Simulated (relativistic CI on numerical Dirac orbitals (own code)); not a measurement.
**Spin-allowed bands of a d2 ion in an octahedral site, by hand**

Problem. Take Δ = 29500 cm⁻¹ and B = 460 cm⁻¹ for a d2 ion in an octahedral site. Calculate the three spin-allowed bands.

Working.
1. The terms of highest spin are 3F (energy 0) and 3P (15B = 6900 cm⁻¹). Here the F term splits into A2 at +1.2Δ = 35400, T2 at +0.2Δ = 5900 and T1 at −0.6Δ = -17700 cm⁻¹.
2. The two T1 states mix through the element 0.4Δ: H = [[-17700, 11800], [11800, 6900]], with roots ½(H₁₁ + H₂₂) ∓ ½√[(H₂₂ − H₁₁)² + 4H₁₂²] = ½(-10800) ∓ ½(34090) = -22445 and 11645 cm⁻¹.
3. The ground term is 3T1 at -22445 cm⁻¹.
4. Bands: 3T2 28345 cm⁻¹ (353 nm), 3T1(P) 34090 cm⁻¹ (293 nm), 3A2 57845 cm⁻¹ (173 nm).

Check. Exact diagonalisation of the whole d2 shell with these parameters gives 3T2 28345, 3T1 34090, 3A2 57845 cm⁻¹. The match is exact, since without spin-orbit coupling no other term has this spin. The ratio of the second band to the first, 1.203, depends on Δ/B = 64.1 alone, which is how a Tanabe-Sugano diagram is read.
